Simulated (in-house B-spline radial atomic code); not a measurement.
A run on Pr that did not converge. Method: Dirac-Kohn-Sham BHandHLYP, spherical fractional occupations, Fermi nucleus of rms radius 4.8919 fm; computed with an all-electron radial atomic-structure program (B-spline basis).

Command:
```bash
python run_scf.py task.json out
```
Settings (nuclear radius in fm, mass in u):
```
Z                59
configuration    [Xe] 4f3 6s2
hamiltonian      dirac
method           bhandhlyp
spin_polarised   False
nucleus          fermi
rms_radius       4.8919
atomic_mass      140.90766
speed_of_light   137.035999084
```

First and last ten iterations of the last attempt (damped for 15 steps, keeping 80 % of the old Fock matrix, then DIIS):
```
 iter        energy (Eh)    residual
    1       -9232.117944    5.78e-01
    2       -9233.171578    4.89e-01
    3       -9237.447438    3.16e-01
    4       -9239.619815    1.95e-01
    5       -9240.681842    1.14e-01
    6       -9241.180125    7.09e-02
    7       -9241.403921    4.47e-02
    8       -9241.500103    2.66e-02
    9       -9241.539981    1.81e-02
   10       -9241.556452    1.36e-02
  111       -9238.664428    1.36e-01
  112       -9238.648153    1.36e-01
  113       -9238.658696    1.36e-01
  114       -9238.717998    1.36e-01
  115       -9238.719287    1.36e-01
  116       -9238.719996    1.36e-01
  117       -9238.675807    1.35e-01
  118       -9238.653250    1.36e-01
  119       -9241.543444    1.70e-02
  120       -9241.542391    1.74e-02
 not converged after 120 iterations
```

The smallest residual met was 9.4e-03; the threshold is about 6e-07. No energy from this run should be used. Time taken, with all properties: 43 s on 1 thread of Arm Neoverse V2, with other jobs on the host.
